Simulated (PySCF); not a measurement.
Species: C7H5Cl3.
Z-matrix (Å and degrees, PBE0-D3(BJ)/def2-SVP geometry), rows numbered from 1:
```
C 
C   1  1.3448
C   2  1.4689  1  127.18
C   3  1.3516  2  108.08  1   179.94
C   4  1.4743  3  108.49  2     0.01
C   5  1.4892  4  122.52  3   179.95
Cl  6  1.7913  5  109.26  4    58.82
Cl  6  1.7915  5  109.23  4   -59.35
Cl  6  1.7738  5  112.35  4   179.73
C   5  1.3550  4  109.45  3    -0.01
H   1  1.0930  2  121.28  3  -179.97
H   1  1.0931  2  121.19  3     0.05
H   3  1.0894  2  124.71  1    -0.05
H   4  1.0896  3  127.41  2  -179.98
H  10  1.0880  2  125.63  1     0.05
```

Computed with PySCF at wB97X-D/def2-SVPD, non-relativistic, on one gas-phase PBE0-D3(BJ)/def2-SVP geometry that isn't relaxed in the solvent. The solvent is an IEF-PCM continuum (cavity from Bondi-type radii × 1.2), and excitations are vertical TDDFT with non-equilibrium linear response and a frozen core. Only the electrostatic response of the medium enters.

Gas-phase singlets (H = HOMO, L = LUMO):

| state | E (eV) | λ (nm) | f | leading configuration |
| --- | --- | --- | --- | --- |
| S1 | 3.626 | 342 | 0.008 | H→L 99% |
| S2 | 5.233 | 237 | 0.476 | H-1→L 91% |
| S3 | 5.926 | 209 | 0.001 | H→L+1 85% |
| S4 | 6.265 | 198 | 0.392 | H→L+2 81% |
| S5 | 6.288 | 197 | 0.000 | H-8→L 45% |

What are the lowest 5 singlets in acetonitrile (ε = 35.69)?

| state | E (eV) | λ (nm) | f | leading configuration | change by rank (eV) |
| --- | --- | --- | --- | --- | --- |
| S1 | 3.710 | 334 | 0.012 | H→L 99% | +0.084 |
| S2 | 5.110 | 243 | 0.621 | H-1→L 94% | -0.123 |
| S3 | 5.746 | 216 | 0.001 | H→L+1 88% | -0.180 |
| S4 | 6.104 | 203 | 0.436 | H→L+2 88% | -0.161 |
| S5 | 6.236 | 199 | 0.000 | H-6→L 55% | -0.052 |

How does the list change in water (ε = 78.36)?

| state | E (eV) | λ (nm) | f | leading configuration | change by rank (eV) |
| --- | --- | --- | --- | --- | --- |
| S1 | 3.713 | 334 | 0.012 | H→L 99% | +0.087 |
| S2 | 5.114 | 242 | 0.617 | H-1→L 94% | -0.119 |
| S3 | 5.742 | 216 | 0.001 | H→L+1 88% | -0.184 |
| S4 | 6.103 | 203 | 0.435 | H→L+2 87% | -0.162 |
| S5 | 6.234 | 199 | 0.000 | H-6→L 56% | -0.054 |

The ground-state energy changes by -0.188 eV from gas to water. By how much does the total energy of gas-phase S1 change?

E(S1) = E(S0) + excitation energy, so it changes by -0.188 + 0.087 = -0.101 eV: it is lowered less than the ground state, which is what a blue shift means. This is the vertical state, with the slow part of the continuum still set for S0.

How do the frontier levels move from gas to water?

```tsv
orbital	gas (eV)	solvent (eV)	change (eV)	Löwdin shares, gas	Löwdin shares, solvent
LUMO+2	1.44	1.39	-0.05	C6 23 %, Cl7 19 %, Cl8 19 %, C4 10 %	C6 24 %, Cl7 20 %, Cl8 19 %, C4 10 %
LUMO+1	0.95	0.83	-0.12	Cl8 26 %, Cl7 26 %, C6 24 %, Cl9 22 %	Cl8 26 %, Cl7 26 %, C6 24 %, Cl9 21 %
LUMO	-0.79	-0.64	+0.15	C1 28 %, C5 13 %, C10 12 %, C2 12 %	C1 28 %, C10 13 %, C5 12 %, C2 12 %
HOMO	-8.80	-8.73	+0.07	C3 26 %, C10 24 %, C5 17 %, C4 17 %	C3 26 %, C10 24 %, C4 18 %, C5 17 %
HOMO-1	-9.56	-9.44	+0.12	C1 26 %, C2 22 %, C4 14 %, C5 12 %	C1 26 %, C2 23 %, C5 13 %, C4 13 %
HOMO-2	-10.60	-10.79	-0.19	Cl7 35 %, Cl8 35 %, Cl9 29 %	Cl7 34 %, Cl8 34 %, Cl9 31 %
HOMO-3	-11.01	-11.16	-0.15	Cl9 43 %, Cl7 24 %, Cl8 24 %	Cl9 46 %, Cl7 22 %, Cl8 22 %
```

The HOMO–LUMO gap goes from 8.01 to 8.09 eV.

wB97X-D is run here without its empirical dispersion term; that term would change no orbital, density or response property at a fixed geometry.
